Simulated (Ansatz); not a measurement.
The C2–H3 bond of C2H6Sn (SMILES [CH3][Sn][CH3]) is stretched (multiplicity 1, the rest rigid).
Geometry at rest (charge 0, multiplicity 1):
```xyz
9

Sn     0.110    -0.056     0.412
C      0.489     1.545    -1.069
H     -0.468     1.938    -1.424
H      1.007     1.119    -1.933
H      1.082     2.363    -0.664
C     -1.055    -1.256    -1.038
H     -0.426    -1.481    -1.904
H     -1.901    -0.663    -1.396
H     -1.426    -2.188    -0.614
```

Cores are frozen in the correlated methods. Filled d and f shells under p-block atoms count as core.

Run with Ansatz (a program for electronic structure) with Gaussian orbitals. Values without a source in brackets are computed. In def2 rows elements past Kr take small-core potentials, without spin–orbit coupling.

FIC-MRCISD+Q on CASSCF(2,2)/def2-SVP, total energies (hartree):

| R (Å) | CASSCF | MRCISD | weight c² of the reference |
|---|---|---|---|
| 1.094 | -292.504820 | -292.853277 | 0.87766 |
| 1.914 | -292.406820 | -292.746093 | 0.87704 |
| 3.500 | -292.349282 | -292.684267 | 0.87707 |

Question: Add the Davidson correction (E_MRCISD − E_CASSCF)(1 − c²)/c² and give the energies above the first point at the three levels.

Answer: 
Corrections (hartree): -0.048573, -0.047565, -0.046949. Above the first point (kcal/mol):
- R = 1.914 Å: CASSCF 61.5, MRCISD 67.3, with the correction 67.9
- R = 3.500 Å: CASSCF 97.6, MRCISD 106.1, with the correction 107.1
